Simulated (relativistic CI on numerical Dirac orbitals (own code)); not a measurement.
d2 in a ligand field

Computed with a parametric ligand-field model of a d^n configuration (Racah B and C, spin-orbit zeta, crystal field), exact diagonalisation.

Field parameters in Wybourne normalisation: Oh B⁴₀ = 21Dq, B⁴₄ = √(5/14) B⁴₀; Td as Oh with Dq negative (B⁴₀ = 21Dq, B⁴₄ = √(5/14) B⁴₀). The field is a parameter set, without covalency.

(1) Lowest levels for B = 390, C = 1830, ζ = 70 cm⁻¹, Td, 10Dq = -8100 cm⁻¹?

(2) Lowest levels for B = 710, C = 3050, ζ = 400 cm⁻¹, Td, 10Dq = -11550 cm⁻¹?

(3) Lowest levels for B = 1010, C = 4060, ζ = 110 cm⁻¹, Oh, 10Dq = 3450 cm⁻¹?

(4) Lowest levels for B = 730, C = 3590, ζ = 250 cm⁻¹, Oh, 10Dq = 27800 cm⁻¹?

(5) Lowest levels for B = 400, C = 2020, ζ = 1350 cm⁻¹, Oh, 10Dq = 38750 cm⁻¹?

Answers

(1) T2 0 (S 1.00), E 6665 (S 0.01), A2 8067 (S 1.00), T2 8084 (S 1.00), T1 8118 (S 1.00), E 8122 (S 1.00), A1 11563 (S 0.18), T2 11784 (S 1.00), E 11786 (S 1.00) cm⁻¹, with S from ⟨S²⟩ = S(S + 1). The ground level has 2.00 electrons in the cubic e pair.

(2) T2 0 (S 1.00), E 11050 (S 0.58), A2 11385 (S 1.00), T2 11480 (S 1.00), T1 11662 (S 1.00), E 12101 (S 0.66), T2 17573 (S 1.00), E 17622 (S 1.00), A1 17834 (S 0.96) cm⁻¹, with S from ⟨S²⟩ = S(S + 1). The ground level has 2.00 electrons in the cubic e pair.

(3) E 0 (S 1.00), T2 8 (S 1.00), T1 172 (S 1.00), A1 257 (S 1.00), A2 2909 (S 1.00), T2 2932 (S 1.00), T1 2995 (S 1.00), E 3002 (S 1.00), T2 6420 (S 1.00) cm⁻¹, with S from ⟨S²⟩ = S(S + 1). The ground level has 0.14 electrons in the cubic e pair.

(4) E 0 (S 1.00), T2 3 (S 1.00), T1 313 (S 1.00), A1 464 (S 1.00), T2 12032 (S 0.00), E 12155 (S 0.00), A2 26198 (S 1.00), T2 26263 (S 1.00), T1 26385 (S 1.00) cm⁻¹, with S from ⟨S²⟩ = S(S + 1). The ground level has 0.02 electrons in the cubic e pair.

(5) E 0 (S 0.99), T2 46 (S 0.99), T1 1709 (S 1.00), A1 2245 (S 0.99), T2 7571 (S 0.04), E 7642 (S 0.04), A1 16756 (S 0.04), A2 38039 (S 1.00), T2 38339 (S 1.00) cm⁻¹, with S from ⟨S²⟩ = S(S + 1). The ground level has 0.01 electrons in the cubic e pair.
